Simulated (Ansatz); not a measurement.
The inner images of a band of BCl3 + H2 (6 atoms, charge 0, multiplicity 1) are given out of order.

The calculation used RKS PBE0-D4/def2-SVP (Ansatz).

Image 0:

```xyz
6
Properties=species:S:1:pos:R:3
B -0.010 0.563 0.060
Cl -0.016 0.945 1.760
Cl 1.501 0.406 -0.789
Cl -1.516 0.349 -0.787
H 0.110 -2.603 0.618
H 0.048 -2.330 1.325
```

Image 8:

```xyz
6
Properties=species:S:1:pos:R:3
B 0.059 -0.408 -0.657
Cl 0.054 -0.119 2.543
Cl 1.503 0.516 -0.958
Cl -1.512 0.293 -0.927
H 0.147 -1.561 -0.337
H -0.133 -1.391 2.522
```

Problem. Put them in order from the first end to the last, with their energies above the first end.
A.
```xyz
6
Properties=species:S:1:pos:R:3
B 0.022 -0.450 -0.254
Cl 0.002 0.009 2.256
Cl 1.538 0.269 -0.716
Cl -1.528 0.189 -0.726
H 0.051 -1.609 0.121
H 0.033 -1.079 1.505
```
B.
```xyz
6
Properties=species:S:1:pos:R:3
B 0.018 -0.335 0.014
Cl 0.009 0.139 2.063
Cl 1.548 0.172 -0.701
Cl -1.529 0.118 -0.701
H 0.040 -1.610 0.264
H 0.032 -1.154 1.247
```
C.
```xyz
6
Properties=species:S:1:pos:R:3
B 0.003 0.212 0.174
Cl -0.007 0.629 1.880
Cl 1.516 0.145 -0.697
Cl -1.505 0.070 -0.696
H 0.058 -1.996 0.406
H 0.052 -1.731 1.119
```
D.
```xyz
6
Properties=species:S:1:pos:R:3
B 0.031 -0.433 -0.578
Cl -0.029 -0.092 2.605
Cl 1.513 0.427 -0.874
Cl -1.511 0.292 -0.920
H 0.076 -1.572 -0.197
H 0.038 -1.293 2.151
```
E.
```xyz
6
Properties=species:S:1:pos:R:3
B -0.003 0.408 0.118
Cl -0.013 0.829 1.811
Cl 1.509 0.250 -0.731
Cl -1.507 0.176 -0.730
H 0.076 -2.297 0.502
H 0.056 -2.037 1.215
```
F.
```xyz
6
Properties=species:S:1:pos:R:3
B 0.012 -0.088 0.202
Cl 0.000 0.412 1.961
Cl 1.527 0.116 -0.689
Cl -1.510 0.049 -0.691
H 0.048 -1.730 0.332
H 0.041 -1.430 1.072
```
G.
```xyz
6
Properties=species:S:1:pos:R:3
B 0.027 -0.471 -0.458
Cl -0.011 -0.068 2.521
Cl 1.520 0.348 -0.798
Cl -1.515 0.241 -0.822
H 0.064 -1.599 -0.034
H 0.033 -1.122 1.778
```

Solution. E (+0.8 kcal/mol), C (+5.2 kcal/mol), F (+17.2 kcal/mol), B (+32.5 kcal/mol), A (+21.9 kcal/mol), G (+15.5 kcal/mol), D (+14.2 kcal/mol).

Run time: 14 min on 1 thread of Arm Neoverse V2, on a shared host, peak memory 0.15 GiB.
